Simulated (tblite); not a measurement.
C5H12OSi.
Cartesian coordinates in Å at the GFN2-xTB level; atoms count from 1:
```
atom  x, y, z in Å
C1    -1.593    1.745    0.010
Si2   -0.608    0.127    0.166
C3    -1.755   -1.327    0.592
C4     0.602   -0.204   -1.279
C5     1.858   -0.628   -0.520
C6     1.884    0.179    0.779
O7     0.580    0.263    1.300
H8    -0.969    2.582   -0.284
H9    -2.050    1.994    0.962
H10   -2.390    1.650   -0.719
H11   -2.250   -1.152    1.542
H12   -1.217   -2.267    0.670
H13   -2.526   -1.445   -0.162
H14    0.299   -0.968   -1.989
H15    0.797    0.707   -1.844
H16    1.783   -1.687   -0.266
H17    2.775   -0.472   -1.089
H18    2.249    1.195    0.586
H19    2.522   -0.283    1.537
```

Calculated harmonic vibrations of the isolated species, GFN2-xTB (tblite), most abundant isotopes, no scaling. The method is semi-empirical: single wavenumbers can be off by several per cent or more. One conformer, not necessarily the lowest.

Harmonic wavenumbers (cm⁻¹): 72.8, 80.6, 94.4, 136.7, 169.3, 191.5, 225.5, 247.6, 406.8, 556.9, 644.3, 712.9, 745.1, 766.5, 778.3, 787.1, 834.4, 851.6, 876.0, 892.1, 944.1, 990.3, 1050.5, 1102.2, 1149.3, 1165.0, 1223.7, 1263.5, 1314.5, 1327.4, 1370.5, 1374.6, 1477.4, 1479.0, 1483.0, 1484.5, 1487.8, 1488.0, 1497.1, 2902.3, 2952.0, 2976.0, 2989.0, 2993.5, 3028.9, 3043.2, 3046.1, 3051.7, 3055.7, 3057.3, 3062.1.

A = 3093, B = 1705, C = 1617 MHz; mass 116.066 u (most abundant isotopes); point group C1, symmetry number 1.

Zero-point energy?

Half the sum of the wavenumbers: 35450 cm⁻¹ = 424.08 kJ/mol.

What is S at 298.15 K and 1 bar for an ideal gas of classical rigid rotors and harmonic oscillators?

Translation 168.15, rotation 117.25, vibration 113.43: S = 398.8 J/(mol K).

And Cp and H(298.15 K) − H(0)?

Cp = 149.44 J/(mol K), of which vibrations give 116.19 (their classical limit is 51 R = 424.0); H(298.15 K) − H(0) = 27.72 kJ/mol without the zero-point energy, 17.81 from vibrations.

What must be added to the electronic energy to get the Gibbs energy at 298.15 K and 1 bar?

ZPE + [H(298.15 K) − H(0)] − T·S = 424.08 + 27.72 − 118.91 = 332.89 kJ/mol.

Which modes carry the vibrational entropy at 298.15 K?

72.8 cm⁻¹: 17.05; 80.6 cm⁻¹: 16.22; 94.4 cm⁻¹: 14.92; 136.7 cm⁻¹: 11.92; 169.3 cm⁻¹: 10.22; 191.5 cm⁻¹: 9.26 J/(mol K); the other 45 give 33.83 together.

How do the functions run with temperature in this model?

```tsv
T (K)	S (J/(mol K))	Cp (J/(mol K))	H − H(0) (kJ/mol)	G − H(0) (kJ/mol)	ln q(vib)
50	236.2	55.2	2.03	-9.78	0.34
100	282.7	79.3	5.46	-22.82	1.49
373.15	435.7	179.8	40.08	-122.49	8.26
500	494.9	225.4	65.88	-181.55	11.28
750	599.5	290.5	130.96	-318.68	17.09
1000	689.5	334.2	209.39	-480.08	22.57
```

q(vib) and H(0) count from the zero-point level.

Blend soft modes into free rotors: weight 1/[1 + (100 cm⁻¹/ν̃)⁴] for the oscillator and the rest for a rotor with moment μB/(μ + B), μ = h/(8π²ν), B = 10⁻⁴⁴ kg m². What vibrational entropy results?

106.29 J/(mol K) in place of 113.43, which changes −T·S at 298.15 K by +2.13 kJ/mol.

Hindered rotation and anharmonicity are outside this model. Other conformers, if any are populated, would add a mixing term that is left out. The structure is chiral; the term R ln 2 for an equal mix with its mirror image is left out.

Hardware: one thread of an Arm Neoverse V1 (shared host). Cost: 0.68 s of wall time. The figure is for the frequency step alone.
